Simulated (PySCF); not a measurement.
**Basis-set dependence of population analyses: `FC(F)O[BH2-][PH3+]`**

Compound: CH₆BF₂OP.
Bonds: F1–C2, C2–F3, C2–O4, O4–B5, B5–P6. Hydrogens: H7 on C2; H8, H9 on B5; H10, H11, H12 on P6.

PBE0 throughout (PySCF), one geometry, spherical d and f functions. Isolated species at its PBE0-D3(BJ)/def2-SVP geometry (one conformer only). Atoms taken as equivalent share a column and are averaged. The first 7 of 8 kinds of atom are listed.

Mulliken charges (e):

| basis | functions | F1/F3 | C2 | O4 | B5 | P6 | H7 | H8/H9 |
| --- | --- | --- | --- | --- | --- | --- | --- | --- |
| STO-3G | 40 | -0.137 | +0.248 | -0.295 | +0.022 | +0.441 | +0.051 | -0.086 |
| 6-31G | 70 | -0.310 | +0.593 | -0.530 | +0.131 | +0.191 | +0.158 | -0.040 |
| pcSseg-0 | 70 | -0.366 | +0.759 | -0.668 | +0.027 | -0.183 | +0.216 | +0.056 |
| 6-31G* | 100 | -0.324 | +0.667 | -0.451 | +0.048 | +0.099 | +0.125 | -0.035 |
| cc-pVDZ | 118 | -0.215 | +0.471 | -0.224 | -0.047 | +0.139 | +0.011 | -0.067 |
| def2-SVP | 118 | -0.240 | +0.548 | -0.273 | -0.028 | +0.177 | +0.009 | -0.053 |
| pcSseg-1 | 139 | -0.309 | +0.695 | -0.497 | +0.050 | +0.059 | +0.071 | -0.022 |
| aug-cc-pVDZ | 196 | -0.432 | +1.486 | -0.604 | -0.822 | -1.056 | -0.369 | +0.520 |
| 6-311+G(2d,p) | 206 | -0.296 | +0.580 | -0.470 | -0.057 | +0.039 | +0.145 | +0.021 |
| def2-TZVP | 228 | -0.205 | +0.380 | -0.270 | -0.123 | +0.048 | +0.056 | -0.011 |
| cc-pVTZ | 268 | -0.193 | +0.402 | -0.230 | -0.140 | +0.159 | -0.004 | -0.013 |
| IGLO-III | 279 | -0.234 | +0.405 | -0.403 | +0.120 | +0.510 | +0.076 | -0.058 |
| pcSseg-2 | 307 | -0.282 | +0.658 | -0.445 | +0.097 | +0.339 | -0.011 | -0.066 |

IAO charges (e):

| basis | functions | F1/F3 | C2 | O4 | B5 | P6 | H7 | H8/H9 |
| --- | --- | --- | --- | --- | --- | --- | --- | --- |
| STO-3G | 40 | -0.167 | +0.297 | -0.311 | -0.209 | +0.499 | +0.079 | -0.029 |
| 6-31G | 70 | -0.300 | +0.536 | -0.396 | -0.200 | +0.381 | +0.135 | -0.002 |
| pcSseg-0 | 70 | -0.295 | +0.548 | -0.395 | -0.205 | +0.338 | +0.125 | -0.005 |
| 6-31G* | 100 | -0.314 | +0.615 | -0.419 | -0.189 | +0.496 | +0.112 | -0.011 |
| cc-pVDZ | 118 | -0.313 | +0.609 | -0.413 | -0.205 | +0.490 | +0.114 | -0.008 |
| def2-SVP | 118 | -0.314 | +0.611 | -0.411 | -0.203 | +0.505 | +0.112 | -0.012 |
| pcSseg-1 | 139 | -0.319 | +0.611 | -0.417 | -0.205 | +0.495 | +0.120 | -0.008 |
| aug-cc-pVDZ | 196 | -0.323 | +0.615 | -0.419 | -0.206 | +0.489 | +0.123 | -0.005 |
| 6-311+G(2d,p) | 206 | -0.323 | +0.614 | -0.421 | -0.209 | +0.516 | +0.124 | -0.005 |
| def2-TZVP | 228 | -0.324 | +0.624 | -0.424 | -0.207 | +0.519 | +0.120 | -0.005 |
| cc-pVTZ | 268 | -0.323 | +0.622 | -0.423 | -0.204 | +0.504 | +0.120 | -0.006 |
| IGLO-III | 279 | -0.324 | +0.618 | -0.423 | -0.208 | +0.519 | +0.123 | -0.005 |
| pcSseg-2 | 307 | -0.325 | +0.623 | -0.423 | -0.205 | +0.513 | +0.121 | -0.006 |

Hirshfeld charges (e):

| basis | functions | F1/F3 | C2 | O4 | B5 | P6 | H7 | H8/H9 |
| --- | --- | --- | --- | --- | --- | --- | --- | --- |
| STO-3G | 40 | -0.108 | +0.224 | -0.210 | -0.001 | +0.402 | -0.011 | -0.112 |
| 6-31G | 70 | -0.124 | +0.206 | -0.211 | -0.007 | +0.282 | +0.043 | -0.080 |
| pcSseg-0 | 70 | -0.122 | +0.200 | -0.200 | -0.015 | +0.307 | +0.038 | -0.092 |
| 6-31G* | 100 | -0.114 | +0.196 | -0.198 | -0.011 | +0.281 | +0.038 | -0.079 |
| cc-pVDZ | 118 | -0.109 | +0.188 | -0.186 | -0.019 | +0.290 | +0.035 | -0.084 |
| def2-SVP | 118 | -0.115 | +0.194 | -0.194 | -0.023 | +0.307 | +0.037 | -0.086 |
| pcSseg-1 | 139 | -0.117 | +0.196 | -0.204 | -0.010 | +0.291 | +0.042 | -0.083 |
| aug-cc-pVDZ | 196 | -0.117 | +0.190 | -0.205 | -0.009 | +0.281 | +0.045 | -0.076 |
| 6-311+G(2d,p) | 206 | -0.119 | +0.192 | -0.209 | -0.006 | +0.290 | +0.046 | -0.077 |
| def2-TZVP | 228 | -0.116 | +0.189 | -0.203 | -0.010 | +0.283 | +0.043 | -0.077 |
| cc-pVTZ | 268 | -0.113 | +0.189 | -0.199 | -0.011 | +0.281 | +0.041 | -0.079 |
| IGLO-III | 279 | -0.118 | +0.188 | -0.208 | -0.010 | +0.288 | +0.044 | -0.078 |
| pcSseg-2 | 307 | -0.117 | +0.188 | -0.205 | -0.010 | +0.284 | +0.045 | -0.077 |

ESP-fitted charges (e):

| basis | functions | F1/F3 | C2 | O4 | B5 | P6 | H7 | H8/H9 |
| --- | --- | --- | --- | --- | --- | --- | --- | --- |
| STO-3G | 40 | -0.172 | +0.437 | -0.280 | -0.112 | +0.373 | -0.015 | -0.088 |
| 6-31G | 70 | -0.291 | +0.711 | -0.497 | +0.193 | +0.310 | +0.023 | -0.133 |
| pcSseg-0 | 70 | -0.308 | +0.793 | -0.502 | +0.170 | +0.246 | +0.006 | -0.131 |
| 6-31G* | 100 | -0.193 | +0.392 | -0.349 | +0.174 | +0.288 | +0.060 | -0.132 |
| cc-pVDZ | 118 | -0.217 | +0.473 | -0.348 | +0.150 | +0.257 | +0.041 | -0.125 |
| def2-SVP | 118 | -0.229 | +0.510 | -0.374 | +0.152 | +0.271 | +0.041 | -0.126 |
| pcSseg-1 | 139 | -0.240 | +0.528 | -0.408 | +0.214 | +0.298 | +0.047 | -0.144 |
| aug-cc-pVDZ | 196 | -0.222 | +0.437 | -0.367 | +0.248 | +0.218 | +0.067 | -0.146 |
| 6-311+G(2d,p) | 206 | -0.220 | +0.420 | -0.357 | +0.211 | +0.227 | +0.078 | -0.134 |
| def2-TZVP | 228 | -0.214 | +0.416 | -0.352 | +0.216 | +0.225 | +0.070 | -0.137 |
| cc-pVTZ | 268 | -0.206 | +0.399 | -0.345 | +0.213 | +0.225 | +0.069 | -0.138 |
| IGLO-III | 279 | -0.211 | +0.398 | -0.350 | +0.220 | +0.212 | +0.077 | -0.136 |
| pcSseg-2 | 307 | -0.234 | +0.479 | -0.375 | +0.219 | +0.242 | +0.060 | -0.139 |

Some averages cover members that differ in this geometry, most widely: H8/H9, Mulliken in aug-cc-pVDZ +0.392 to +0.648; F1/F3, Mulliken in def2-SVP -0.277 to -0.204; F1/F3, Mulliken in cc-pVTZ -0.227 to -0.160; F1/F3, Mulliken in cc-pVDZ -0.247 to -0.183 e.

Question: Which scheme is steadiest as the basis changes?

Answer: Largest range over the bases for any column: Hirshfeld 0.12 e, IAO 0.33 e, ESP-fitted 0.40 e, Mulliken 1.57 e. Hirshfeld charges move least and Mulliken charges most, counted in e. Without the minimal STO-3G basis the ranges are Hirshfeld 0.03, IAO 0.18, ESP-fitted 0.40, Mulliken 1.57 e.

Question: How much do the charges still move between the two largest bases, IGLO-III and pcSseg-2?

Answer: At most, over all atoms: Mulliken 0.253 e, IAO 0.005 e, Hirshfeld 0.004 e, ESP-fitted 0.081 e.

Question: What do the same runs give for the total energy, the frontier levels and the dipole moment?

Answer: 
| basis | energy (Eh) | HOMO (eV) | LUMO (eV) | μ (D) |
| --- | --- | --- | --- | --- |
| STO-3G | -673.8176 | -4.06 | 5.72 | 5.34 |
| 6-31G | -682.1992 | -7.97 | 0.59 | 5.10 |
| pcSseg-0 | -681.1527 | -8.15 | 0.37 | 5.13 |
| 6-31G* | -682.3325 | -7.81 | 0.44 | 4.37 |
| cc-pVDZ | -682.3814 | -7.87 | 0.35 | 4.36 |
| def2-SVP | -682.0031 | -7.97 | 0.33 | 4.55 |
| pcSseg-1 | -682.3246 | -8.09 | 0.11 | 4.61 |
| aug-cc-pVDZ | -682.4112 | -8.08 | -0.53 | 4.42 |
| 6-311+G(2d,p) | -682.4884 | -8.12 | -0.43 | 4.46 |
| def2-TZVP | -682.5246 | -8.08 | 0.01 | 4.37 |
| cc-pVTZ | -682.5105 | -8.04 | 0.08 | 4.33 |
| IGLO-III | -682.5303 | -8.09 | -0.03 | 4.42 |
| pcSseg-2 | -682.5297 | -8.12 | -0.13 | 4.48 |

The dipole is fixed by the density alone, so its range of 1.01 D shows that the density itself changes with the basis, not only its division among atoms.
